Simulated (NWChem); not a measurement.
System: Si₂H₄S, singlet; SMILES [SiH3][Si]S

Excerpt of the output:

```
             Northwest Computational Chemistry Package (NWChem) 7.3.0
             --------------------------------------------------------

                             Geometry "geometry" -> ""
                             -------------------------

 Output coordinates in angstroms (scale by  1.889725989 to convert to a.u.)

  No.       Tag          Charge          X              Y              Z
 ---- ---------------- ---------- -------------- -------------- --------------
    1 Si                  14.0000    -1.16544300     0.13162600     0.00132300
    2 S                   16.0000     0.47118700     1.49686800     0.00062900
    3 H                    1.0000    -0.23991300     2.65241200     0.00119200
    4 Si                  14.0000     0.30206800    -1.77899300     0.00204900
    5 H                    1.0000     1.76789700    -1.46946200    -0.00426900
    6 H                    1.0000    -0.01636200    -2.61768300    -1.19971300
    7 H                    1.0000    -0.00775500    -2.60841800     1.21252000

 Effective nuclear repulsion energy (a.u.)     174.6269866691

                                 NWChem DFT Module
                                 -----------------

 Summary of "ao basis" -> "ao basis" (spherical)
 ------------------------------------------------------------------------------
       Tag                 Description            Shells   Functions and Types
 ---------------- ------------------------------  ------  ---------------------
 Si                         def2-svp                 8       18   4s3p1d
 S                          def2-svp                 8       18   4s3p1d
 H                          def2-svp                 3        5   2s1p

 in cosmo_initialize ...
 calling solv_data for solv:h2o

 solvent parameters
 solvname_short: h2o
 solvname_long:  water
 dielec:       78.4000
 dielecinf:     1.7769
 aqueous SMD model solvent descriptors
 dielec:       78.4000
 sola:          0.8200

          ---------------
          -cosmo- solvent
          ---------------
 Cosmo: York-Karplus, doi: 10.1021/jp992097l
 dielectric constant -eps-     =  78.40
 screen = (eps-1)/(eps    )    =   0.98724
 surface charge correction     = lagrangian

   van der Waals surface
 --------------------------

[...]

                                COSMO-SMD solvation results
                                ---------------------------

             internal energy in gas <Psi(g)|H|Psi(g)> =      -979.193421525791
         internal energy in solvent <Psi(s)|H|Psi(s)> =      -979.193005080876
                               delta internal energy  =         0.000416444915 (    0.26 kcal/mol)
   total free energy in solvent <Psi(s)|H+V/2|Psi(s)> =      -979.196873188713
 polarization energy contribution <Psi(s)|V/2|Psi(s)> =        -0.003868107838 (   -2.43 kcal/mol)
    total free energy in solvent including G(SMD-CDS) =      -979.193669925266
                       G(SMD-CDS) energy contribution =         0.003203263447 (    2.01 kcal/mol)
     1 M fixed-concentration free energy of solvation =        -0.000248399475 (   -0.16 kcal/mol)

                       DFT Final Molecular Orbital Analysis
                       ------------------------------------

 Vector   22  Occ=2.000000D+00  E=-3.554538D-01
              MO Center= -2.1D-01, -2.1D-02,  1.1D-03, r^2= 4.2D+00
   Bfn.  Coefficient  Atom+Function         Bfn.  Coefficient  Atom+Function
  ----- ------------  ---------------      ----- ------------  ---------------
    29      0.328329  2 S  px                26      0.249473  2 S  px
     9     -0.243843  1 Si py                 3      0.217252  1 Si s
    30      0.214911  2 S  py                12     -0.198024  1 Si py
    50      0.187899  4 Si py                27      0.180059  2 S  py
    53      0.169683  4 Si py                 4      0.154766  1 Si s

 Vector   23  Occ=2.000000D+00  E=-3.449300D-01
              MO Center=  2.6D-01,  1.2D+00,  1.0D-03, r^2= 2.2D+00
   Bfn.  Coefficient  Atom+Function         Bfn.  Coefficient  Atom+Function
  ----- ------------  ---------------      ----- ------------  ---------------
    31      0.594331  2 S  pz                28      0.411324  2 S  pz
    25      0.234159  2 S  pz                13      0.161905  1 Si pz
    10      0.125586  1 Si pz                 7     -0.071122  1 Si pz
    71     -0.063300  7 H  s                 66      0.062984  6 H  s
    70     -0.062931  7 H  s                 65      0.062440  6 H  s

 Vector   24  Occ=2.000000D+00  E=-2.712644D-01
              MO Center= -8.9D-01, -2.1D-02,  1.5D-03, r^2= 3.9D+00
   Bfn.  Coefficient  Atom+Function         Bfn.  Coefficient  Atom+Function
  ----- ------------  ---------------      ----- ------------  ---------------
     4      0.338711  1 Si s                 11     -0.331391  1 Si px
     3      0.298282  1 Si s                  8     -0.292783  1 Si px
    53     -0.214343  4 Si py                29      0.206360  2 S  px
    50     -0.184048  4 Si py                 2      0.176958  1 Si s
     5      0.154493  1 Si px                26      0.147034  2 S  px

 Vector   25  Occ=0.000000D+00  E=-6.501797D-02
              MO Center= -9.0D-01,  1.5D-01,  1.2D-03, r^2= 3.4D+00
   Bfn.  Coefficient  Atom+Function         Bfn.  Coefficient  Atom+Function
  ----- ------------  ---------------      ----- ------------  ---------------
    13      0.702446  1 Si pz                31     -0.368407  2 S  pz
    10      0.360183  1 Si pz                 7     -0.197004  1 Si pz
    28     -0.181848  2 S  pz                71     -0.140715  7 H  s
    66      0.139884  6 H  s                 54      0.105421  4 Si pz
    25     -0.104008  2 S  pz                70     -0.077914  7 H  s

[...]
```

Level: M06-2X/def2-SVP, SMD on the gas-phase geometry. Low-valent species are run as closed-shell singlets; no triplet was tried in these runs. All runs use the structure optimised with PBE0/def2-SVP. Solvent: water.

Write an input that gives this output.

This is not unique; one that fits is the input that was run:
```
start job
memory heap 200 mb stack 900 mb global 1100 mb
geometry units angstroms noautosym nocenter noautoz
  Si    -1.165443     0.131626     0.001323
  S      0.471187     1.496868     0.000629
  H     -0.239913     2.652412     0.001192
  Si     0.302068    -1.778993     0.002049
  H      1.767897    -1.469462    -0.004269
  H     -0.016362    -2.617683    -1.199713
  H     -0.007755    -2.608418     1.212520
end
basis spherical
  * library def2-svp
end
dft
  xc m06-2x
  iterations 150
end
cosmo
  do_cosmo_smd true
  solvent water
end
task dft energy
```
